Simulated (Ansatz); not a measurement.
Coupled-cluster diagnostics for the cluster Si3N5⁻, Ansatz.

Geometry of the singlet (PBE0-D4/def2-SVPD):

Cartesian coordinates in Å:
```
Si 0.999 2.951 0.193
Si 0.085 0.341 0.065
Si -1.324 -2.538 0.587
N -2.013 -3.929 0.853
N -0.598 -1.111 0.287
N 0.078 1.763 0.943
N 1.596 1.834 -1.452
N 1.177 0.689 -1.475
```

Correlated methods freeze 20 core orbitals. The structure comes from a short search, and lower isomers may exist.

**Question.** Estimate the CCSD(T) correlation energy, the shares of MP2 and (T), T1 and the reference's ⟨S²⟩ for: charge -1, singlet, own geometry in def2-SVPD; and the rough time on 4 threads of Arm Neoverse V1 on a shared host.

**Answer.** 
```csv
state,basis,correlation (eV),MP2 share (%),(T) share (%),T1,⟨S²⟩ (pure),wall time,remarks
"charge -1, singlet, own geometry",def2-SVPD,-32.985,93.8,5.5,0.027,0.00 (0.00),64 s,"large T1 (0.027), restricted SCF unstable"
```
Customary marks for T1 are 0.02 (closed shells), 0.045 (open shells) and about 0.05 (3d metals). T1 exceeds 0.02 in 1 of 1 rows and 0.045 in 0; the higher it lies, the less the single-reference result can be trusted.
